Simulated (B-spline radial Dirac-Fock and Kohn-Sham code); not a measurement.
Z = 22 (titanium), transition energy 17.5 keV. Model: a Dirac-Hartree-Slater potential of the neutral atom with a Latter tail (no hole, which puts coefficients of high multipoles low close above an edge), finite nucleus with surface currents. Program: a radial finite-basis atomic code. Subshells that would emit electrons below 1 keV are left out.

Question: A pure transition shows α(K) = 4560, L1/L2 = 6.98 and L1/L3 = 1.36. What is its multipolarity?
A. M1
B. E1
C. M2
D. E2
E. E4
F. E3
G. M3
H. M4

Answer: G. For comparison, α(K), L1/L2, L1/L3 are E1 5.14, 12.5, 6.68; E2 209, 1.66, 0.917; E3 6890, 0.300, 0.168; E4 220000, 0.0760, 0.0430; M1 2.19, 19.3, 44.1; M2 114, 11.0, 5.59; M4 175000, 4.94, 0.616.

Values without a named source are computed, but for edge energies of neutral atoms, which are taken from tables.
